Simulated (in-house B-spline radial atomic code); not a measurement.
A fraction x of an electron is moved 2s → 2p in neutral beryllium, starting from [He] 2s2 and keeping the highest spin. Level of theory: scalar-relativistic (X2C) TPSS, spin-polarised, spherical fractional occupations, Fermi nucleus of rms radius 2.519 fm; calculated with an all-electron radial atomic-structure program (B-spline basis).

| x | E(x) - E(0) (eV) | 2s down level (eV) | 2p up level (eV) |
| --- | --- | --- | --- |
| 0 | 0.0000 | -5.744 | - |
| 0.125 | 0.4628 | -5.639 | -2.093 |
| 0.25 | 0.8861 | -5.503 | -2.278 |
| 0.375 | ? | ? | ? |
| 0.5 | ? | ? | ? |
| 0.625 | 1.8964 | -4.867 | -2.733 |
| 0.75 | 2.1429 | -4.675 | -2.834 |
| 0.875 | 2.3712 | -4.805 | -2.896 |
| 1 | 2.6324 | - | -2.962 |

Q: What belongs in the row x = 0.375?

A: An energy change of 1.2682 eV; 2s down at -5.330 eV, 2p up at -2.446 eV.

Q: What belongs in the row x = 0.5?

A: An energy change of 1.6060 eV; 2s down at -5.114 eV, 2p up at -2.599 eV.

Q: Check Janak's theorem between x = 0.125 and 0.25.

A: The slope of the energy is 3.39 eV; the orbital levels give 3.39 eV (ε of the receiving orbital less ε of the emptying one, averaged over the two points).
